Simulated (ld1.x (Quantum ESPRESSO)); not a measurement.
lanthanum (La): TM pseudisation with PBEsol, scalar-relativistic reference atom.

Input for ld1.x (Quantum ESPRESSO) 7.5:

```
&input
   title='La', zed=57., rel=1, dft='PBESOL', iswitch=3,
   config='[Xe] 4f0 5d1 6s2 6p0',
   nld=4, rlderiv=3.65, eminld=-4.0, emaxld=5.0, deld=0.02
 /
 &inputp
   pseudotype=2, tm=.true., lloc=0,
   nlcc=.false.,
   file_pseudopw='La.UPF', file_wfcaegen='ae.wfc', file_wfcncgen='nc.wfc', file_beta='beta', file_chi='chi'
 /
4
5P  2  1   6.00   0.00  3.10  3.10  0.0
5D  3  2   1.00   0.00  2.75  2.75  0.0
4F  4  3   0.00   0.00  1.55  1.55  0.0
6S  1  0   2.00   0.00  3.35  3.35  0.0
 &test
   configts(1)='4f0 5p6 5d1 6s2 6p0'
 /
```

Command:

```bash
ld1.x < La.in > La.out
```

Resulting log (shortened: banner, matrices, multipoles, cross overlaps and the repeated all-electron block are left out):

```
Program LD1 v.7.5
     --------------------------- All-electron run ----------------------------

     La
     scalar relativistic calculation

     atomic number is 57.00
     dft =PBESOL   lsd =0 sic =0 latt =0  beta=0.20 tr2=1.0E-14
     Exchange-correlation= PBESOL
                           (   1   4  10   8   0   0   0)
     mesh =1253 r(mesh) = 100.17801 a.u. xmin = -7.00 dx = 0.01250
     1 Ry =  13.60569312 eV, c = 137.03599908

     n l     nl                  e(Ry)          e(Ha)          e(eV)
     1 0     1S 1( 2.00)     -2846.9423     -1423.4712    -38734.6234
     2 0     2S 1( 2.00)      -453.2279      -226.6139     -6166.4793
     2 1     2P 1( 6.00)      -406.2622      -203.1311     -5527.4788
     3 0     3S 1( 2.00)       -96.9247       -48.4623     -1318.7272
     3 1     3P 1( 6.00)       -81.9297       -40.9648     -1114.7100
     4 0     4S 1( 2.00)       -19.5594        -9.7797      -266.1198
     4 1     4P 1( 6.00)       -14.6824        -7.3412      -199.7636
     3 2     3D 1(10.00)       -60.3741       -30.1871      -821.4321
     5 0     5S 1( 2.00)        -2.8626        -1.4313       -38.9478
     5 1     5P 1( 6.00)        -1.6463        -0.8232       -22.3991
     4 2     4D 1(10.00)        -7.6270        -3.8135      -103.7703
     4 3     4F 1( 0.00)        -0.3226        -0.1613        -4.3886
     5 2     5D 1( 1.00)        -0.2280        -0.1140        -3.1025
     6 0     6S 1( 2.00)        -0.2723        -0.1362        -3.7049
     6 1     6P 1( 0.00)        -0.0984        -0.0492        -1.3385

     final scf error:  5.7E-15 reached in  24 iterations

     Etot =  -16980.012292 Ry,   -8490.006146 Ha, -231024.836475 eV

     Ekin =   17960.356227 Ry,    8980.178114 Ha,  244363.095209 eV
     Encl =  -41099.905575 Ry,  -20549.952787 Ha, -559192.702637 eV
     Eh   =    6559.110629 Ry,    3279.555315 Ha,   89241.246379 eV
     Exc  =    -399.573574 Ry,    -199.786787 Ha,   -5436.475427 eV

     normalization and overlap integrals

     s(1S/1S) =  1.000000  <r> =   0.0251  <r2> =    0.0009  r(max) =   0.0161
     s(2S/2S) =  1.000000  <r> =   0.1075  <r2> =    0.0136  r(max) =   0.0914
     s(2P/2P) =  1.000000  <r> =   0.0943  <r2> =    0.0108  r(max) =   0.0729
     s(3S/3S) =  1.000000  <r> =   0.2853  <r2> =    0.0930  r(max) =   0.2610
     s(3P/3P) =  1.000000  <r> =   0.2833  <r2> =    0.0930  r(max) =   0.2546
     s(4S/4S) =  1.000000  <r> =   0.6544  <r2> =    0.4830  r(max) =   0.6108
     s(4P/4P) =  1.000000  <r> =   0.6933  <r2> =    0.5464  r(max) =   0.6341
     s(3D/3D) =  1.000000  <r> =   0.2600  <r2> =    0.0798  r(max) =   0.2111
     s(5S/5S) =  1.000000  <r> =   1.5559  <r2> =    2.7192  r(max) =   1.4112
     s(5P/5P) =  1.000000  <r> =   1.8038  <r2> =    3.6879  r(max) =   1.5792
     s(4D/4D) =  1.000000  <r> =   0.7679  <r2> =    0.6838  r(max) =   0.6750
     s(4F/4F) =  1.000000  <r> =   1.1800  <r2> =    1.8728  r(max) =   0.7460
     s(5D/5D) =  1.000000  <r> =   2.9998  <r2> =   10.8431  r(max) =   2.2132
     s(6S/6S) =  1.000000  <r> =   4.3979  <r2> =   21.8586  r(max) =   3.7884
     s(6P/6P) =  1.000000  <r> =   5.9146  <r2> =   40.0652  r(max) =   4.9256

     ------------------------ End of All-electron run ------------------------

     --------------------- Generating NC pseudopotential ---------------------

      Generating local pot.: lloc=0, matching radius rcloc =   3.3500

      Wfc   5P  rcut= 3.102  Using Troullier-Martins method

      Wfc   5D  rcut= 2.737  Using Troullier-Martins method

      Wfc   4F  rcut= 1.540  Using Troullier-Martins method

     ------------------- End of pseudopotential generation -------------------

     Computing logarithmic derivative in   3.67193
     Message from routine run_pseudo:
     Warning: convergence not achieved
     Computing logarithmic derivative in   3.67193
     Computing the partial wave expansion
       no projector for channel:   0
     R is outside the sphere for l=    1 j= 0.00
     R is outside the sphere for l=    2 j= 0.00
     R is outside the sphere for l=    3 j= 0.00

     ---------------------- Testing the pseudopotential ----------------------

     La
     scalar relativistic calculation

     atomic number is 57.00   valence charge is  9.00
     dft =PBESOL   lsd =0 sic =0 latt =0  beta=0.20 tr2=1.0E-14
     mesh =1253 r(mesh) = 100.17801 xmin = -7.00 dx = 0.01250

     n l     nl             e AE (Ry)        e PS (Ry)    De AE-PS (Ry)
     4 3     4F   1( 0.00)       -0.32255       -0.32254       -0.00001
     2 1     5P   1( 6.00)       -1.64630       -1.64630       -0.00000
     3 2     5D   1( 1.00)       -0.22803       -0.22803       -0.00000
     1 0     6S   1( 2.00)       -0.27231       -0.27231        0.00000
     3 1     6P   1( 0.00)       -0.09838       -0.07560       -0.02278  !

     eps = 1.6E-10  iter =201

     Etot =  -16980.012292 Ry,   -8490.006146 Ha, -231024.836475 eV
     Etotps =   -39.559204 Ry,     -19.779602 Ha,    -538.230388 eV

     Ekin =      12.344107 Ry,       6.172053 Ha,     167.950130 eV
     Encl =     -52.899416 Ry,     -26.449708 Ha,    -719.733225 eV
     Ehrt =      30.647860 Ry,      15.323930 Ha,     416.985377 eV
     Ecxc =      -5.732932 Ry,      -2.866466 Ha,     -78.000511 eV
     Epseu=     -23.918823 Ry,     -11.959411 Ha,    -325.432159 eV

     ---------------------- End of pseudopotential test ----------------------
```

Generation and configuration tests took about 4 s on one core of a shared server CPU.

Transferability test of the new file with ld1.x, input:

```
&input
   title='La', zed=57., rel=1, dft='PBESOL', iswitch=2,
   config='[Xe] 4f0 5d1 6s2 6p0'
 /
 &test
   file_pseudo='La.UPF', nconf=8,
   configts(1)='4f0 5p6 5d1 6s2 6p0',
   configts(2)='4f0 5p6 5d1 6s1 6p0',
   configts(3)='4f0 5p6 5d1 6s0 6p0',
   configts(4)='4f0 5p6 5d0 6s0 6p0',
   configts(5)='4f0 5p6 5d1 6s0 6p2',
   configts(6)='4f0 5p6 5d2 6s0 6p0',
   configts(7)='4f0 5p5 5d1 6s2 6p0',
   configts(8)='4f0 5p6 5d1.5 6s1.5 6p0'
 /
```

```bash
ld1.x < La.test.in > La.test.out
```

Pseudopotential blocks of its output, shortened (energy terms left out; the distinct warnings before each block abridged to one line each):

```
     Warning: convergence not achieved
     ---------------------- Testing the pseudopotential ----------------------

     n l     nl             e AE (Ry)        e PS (Ry)    De AE-PS (Ry)
     4 3     4F   1( 0.00)       -0.32255       -0.32254       -0.00001
     2 1     5P   1( 6.00)       -1.64630       -1.64630       -0.00000
     3 2     5D   1( 1.00)       -0.22803       -0.22803       -0.00000
     1 0     6S   1( 2.00)       -0.27231       -0.27231        0.00000
     3 1     6P   1( 0.00)       -0.09838       -0.07560       -0.02278  !

     eps = 8.6E-11  iter =201

     Etot =  -16980.012292 Ry,   -8490.006146 Ha, -231024.836475 eV
     Etotps =   -39.559204 Ry,     -19.779602 Ha,    -538.230388 eV

     ---------------------- End of pseudopotential test ----------------------

          Warning: convergence not achieved
     ---------------------- Testing the pseudopotential ----------------------

     n l     nl             e AE (Ry)        e PS (Ry)    De AE-PS (Ry)
     4 3     4F   1( 0.00)       -0.75174       -0.74297       -0.00877  !
     2 1     5P   1( 6.00)       -2.07391       -2.06962       -0.00429
     3 2     5D   1( 1.00)       -0.62685       -0.62521       -0.00165
     1 0     6S   1( 1.00)       -0.61532       -0.61543        0.00011
     3 1     6P   1( 0.00)       -0.39569       -0.35390       -0.04179  !

     eps = 4.5E-10  iter =201

     Etot =  -16979.571367 Ry,   -8489.785684 Ha, -231018.837384 eV
     Etotps =   -39.118179 Ry,     -19.559089 Ha,    -532.229938 eV
     dEtot_ae =       0.440925 Ry
     dEtot_ps =       0.441025 Ry,   Delta E=      -0.000100 Ry

     ---------------------- End of pseudopotential test ----------------------

          ---------------------- Testing the pseudopotential ----------------------

     n l     nl             e AE (Ry)        e PS (Ry)    De AE-PS (Ry)
     4 3     4F   1( 0.00)       -1.25042       -1.23221       -0.01821  !
     2 1     5P   1( 6.00)       -2.56689       -2.55966       -0.00723  !
     3 2     5D   1( 1.00)       -1.07754       -1.07457       -0.00297
     1 0     6S   1( 0.00)       -0.98395       -0.98522        0.00126
     3 1     6P   1( 0.00)       -0.71909       -0.65326       -0.06583  !

     eps = 9.5E-16  iter =  7

     Etot =  -16978.774095 Ry,   -8489.387047 Ha, -231007.989938 eV
     Etotps =   -38.320283 Ry,     -19.160141 Ha,    -521.374005 eV
     dEtot_ae =       1.238198 Ry
     dEtot_ps =       1.238921 Ry,   Delta E=      -0.000724 Ry

     ---------------------- End of pseudopotential test ----------------------

          ---------------------- Testing the pseudopotential ----------------------

     n l     nl             e AE (Ry)        e PS (Ry)    De AE-PS (Ry)
     4 3     4F   1( 0.00)       -2.01115       -2.00047       -0.01068  !
     2 1     5P   1( 6.00)       -3.29014       -3.28853       -0.00161
     3 2     5D   1( 0.00)       -1.71322       -1.70791       -0.00531  !
     1 0     6S   1( 0.00)       -1.48184       -1.48537        0.00353
     3 1     6P   1( 0.00)       -1.15491       -1.03875       -0.11615  !

     eps = 4.3E-16  iter =  7

     Etot =  -16977.384399 Ry,   -8488.692199 Ha, -230989.082163 eV
     Etotps =   -36.934177 Ry,     -18.467089 Ha,    -502.515080 eV
     dEtot_ae =       2.627893 Ry
     dEtot_ps =       2.625027 Ry,   Delta E=       0.002867 Ry

     ---------------------- End of pseudopotential test ----------------------

          Warning: n=4, l=3 expected 0 nodes, found 1
     ---------------------- Testing the pseudopotential ----------------------

     n l     nl             e AE (Ry)        e PS (Ry)    De AE-PS (Ry)
     4 3     4F   1( 0.00)       -0.48022       -0.52703        0.04681  !
     2 1     5P   1( 6.00)       -1.80170       -1.85509        0.05339  !
     3 2     5D   1( 1.00)       -0.34984       -0.39503        0.04519  !
     1 0     6S   1( 0.00)       -0.35383       -0.38348        0.02965  !
     3 1     6P   1( 2.00)       -0.16781       -0.16136       -0.00646  !

     eps = 1.6E-15  iter = 14

     Etot =  -16979.652357 Ry,   -8489.826178 Ha, -231019.939303 eV
     Etotps =   -39.141173 Ry,     -19.570586 Ha,    -532.542784 eV
     dEtot_ae =       0.359936 Ry
     dEtot_ps =       0.418031 Ry,   Delta E=      -0.058096 Ry

     ---------------------- End of pseudopotential test ----------------------

          ---------------------- Testing the pseudopotential ----------------------

     n l     nl             e AE (Ry)        e PS (Ry)    De AE-PS (Ry)
     4 3     4F   1( 0.00)       -0.59866       -0.57114       -0.02752  !
     2 1     5P   1( 6.00)       -1.93415       -1.92060       -0.01355  !
     3 2     5D   1( 2.00)       -0.52560       -0.52202       -0.00358
     1 0     6S   1( 0.00)       -0.54488       -0.54712        0.00224
     3 1     6P   1( 0.00)       -0.34121       -0.30888       -0.03233  !

     eps = 5.5E-16  iter =  9

     Etot =  -16979.567261 Ry,   -8489.783630 Ha, -231018.781513 eV
     Etotps =   -39.110078 Ry,     -19.555039 Ha,    -532.119724 eV
     dEtot_ae =       0.445032 Ry
     dEtot_ps =       0.449126 Ry,   Delta E=      -0.004094 Ry

     ---------------------- End of pseudopotential test ----------------------

          Warning: convergence not achieved
     ---------------------- Testing the pseudopotential ----------------------

     n l     nl             e AE (Ry)        e PS (Ry)    De AE-PS (Ry)
     4 3     4F   1( 0.00)       -1.09218       -1.12536        0.03317  !
     2 1     5P   1( 5.00)       -2.34060       -2.35937        0.01876  !
     3 2     5D   1( 1.00)       -0.80371       -0.80605        0.00235
     1 0     6S   1( 2.00)       -0.71276       -0.70754       -0.00522  !
     3 1     6P   1( 0.00)       -0.46148       -0.39954       -0.06194  !

     eps = 6.7E-12  iter =201

     Etot =  -16978.029163 Ry,   -8489.014582 Ha, -230997.854626 eV
     Etotps =   -37.564515 Ry,     -18.782257 Ha,    -511.091260 eV
     dEtot_ae =       1.983129 Ry
     dEtot_ps =       1.994689 Ry,   Delta E=      -0.011560 Ry

     ---------------------- End of pseudopotential test ----------------------

          Warning: convergence not achieved
     ---------------------- Testing the pseudopotential ----------------------

     n l     nl             e AE (Ry)        e PS (Ry)    De AE-PS (Ry)
     4 3     4F   1( 0.00)       -0.26072       -0.25162       -0.00910  !
     2 1     5P   1( 6.00)       -1.58988       -1.58510       -0.00478
     3 2     5D   1( 1.50)       -0.19145       -0.19017       -0.00128
     1 0     6S   1( 1.50)       -0.25141       -0.25210        0.00069
     3 1     6P   1( 0.00)       -0.08668       -0.06721       -0.01947  !

     eps = 3.0E-11  iter =201

     Etot =  -16979.986222 Ry,   -8489.993111 Ha, -231024.481763 eV
     Etotps =   -39.532546 Ry,     -19.766273 Ha,    -537.867694 eV
     dEtot_ae =       0.026071 Ry
     dEtot_ps =       0.026658 Ry,   Delta E=      -0.000587 Ry

     ---------------------- End of pseudopotential test ----------------------
```
